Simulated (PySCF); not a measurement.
NaF, SMILES [F][Na]. Geometry optimised at B3LYP-D3(BJ)/def2-TZVPD.

Task: Give the equilibrium geometry at B3LYP-D3(BJ)/def2-TZVPD (PySCF confirms it by a frequency run) as Cartesian coordinates in Å, and its point group. (The exact figures need the calculation; the answer reports its results.)

Result: point group C∞v.
```xyz
2

Na     0.0000     0.0000    -0.8710
F      0.0000     0.0000     1.0646
```
